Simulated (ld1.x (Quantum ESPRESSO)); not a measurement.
## Transferability test, RRKJ potential for cadmium

```
Element                 : cadmium
Generator               : ld1.x (Quantum ESPRESSO) 7.5
Type                    : norm-conserving RRKJ (Kleinman–Bylander form)
Functional              : PBE
Relativity              : fully relativistic
Frozen core             : [Ar] 3d10
Valence charge          : 20
Reference configuration : 4s2 4p6 4d10 5s0 5p0 (charge +2)
Partial waves           : 4p (bound): rc 1.65 bohr; 4d (bound): rc 1.55 bohr; 4s (bound): rc 0.85 bohr
Local potential         : the s channel
Core correction         : none
```

Open shells are filled in proportion to 2j + 1 (rel_dist='average').

Energies are relative to the spin-unpolarised reference configuration 4s2 4p6 4d10 5s0 5p0; without spin polarisation the order of configurations can differ from experiment.

```tsv
valence configuration	charge	ΔE all-electron (eV)	error AE − PS (meV)
4s2 4p6 4d10 5s2 5p0	0	-26.401	+199
4s2 4p6 4d10 5s1 5p0	+1	-17.127	+126
4s2 4p6 4d9 5s0 5p0	+3	38.007	+6.5
4s1 4p6 4d10 5s2 5p0	+1	87.089	+336
4s2 4p6 4d10 5s0 5p1	+1	-11.358	+355
4s2 4p6 4d8 5s0 5p0	+4	92.064	+42
```

Task: What are ΔE and the potential's error for 4s2 4p6 4d10 5s1.5 5p0?

Result: ΔE = -22.690 eV all-electron; the error (AE − PS) is +169 meV.

Levels in the configuration 4s2 4p6 4d10 5s1.5 5p0:

| level | all-electron (eV) | pseudo (eV) |
| --- | --- | --- |
| 4s j=1/2 | -110.090 | -109.992 |
| 4p j=1/2 | -75.199 | -75.101 |
| 4p j=3/2 | -69.379 | -69.285 |
| 4d j=3/2 | -16.374 | -16.293 |
| 4d j=5/2 | -15.673 | -15.595 |
| 5s j=1/2 | -9.231 | -9.304 |
